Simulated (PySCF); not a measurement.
## Field gradients at the hydrogen positions

Compound: C6H10Si.
Structure used (PBE0-D3(BJ)/def2-SVP), in Å, numbered top down from 1:
```
atom  x, y, z in Å
C1    -0.776   -2.221    0.797
C2     0.023   -1.766   -0.175
Si3   -0.005    0.006   -0.786
C4     1.509    0.922   -0.169
C5     2.316    0.453    0.790
C6    -1.561    0.863   -0.187
C7    -1.566    1.784    0.784
H8    -0.738   -3.259    1.149
H9    -1.509   -1.570    1.288
H10    0.739   -2.465   -0.628
H11    0.005    0.003   -2.284
H12    1.742    1.902   -0.609
H13    2.134   -0.516    1.268
H14    3.191    1.012    1.142
H15   -2.520    0.588   -0.646
H16   -2.489    2.265    1.129
H17   -0.641    2.098    1.281
```

Level: PBE0/pcSseg-1 (PySCF, non-relativistic); Q(2H) = 0.00286 b; rigid geometry, the same for H and D, with no vibrational averaging.

Question: Give the electric field gradient Vzz (the principal value of largest size), its asymmetry and the 2H coupling at each hydrogen.

Answer: 
```tsv
atom	bonded to	bond length (Å)	Vzz (au)	η	χzz (kHz)
H8	C1	1.096	0.3010	0.03	202
H9	C1	1.096	0.2965	0.04	199
H10	C2	1.099	0.2998	0.03	201
H11	Si3	1.499	0.1378	0.00	93
H12	C4	1.099	0.2999	0.04	202
H13	C5	1.096	0.2965	0.04	199
H14	C5	1.096	0.3011	0.04	202
H15	C6	1.099	0.2999	0.03	202
H16	C7	1.096	0.3011	0.04	202
H17	C7	1.096	0.2965	0.04	199
```

Question: Average by the element that carries the hydrogen.

Answer: on C: 201 kHz over 9 positions, mean bond length 1.097 Å; on Si: 93 kHz over 1 position, mean bond length 1.499 Å.

Isolated species at its PBE0-D3(BJ)/def2-SVP geometry (one conformer only). With a basis this small, the couplings can be 20 % off.
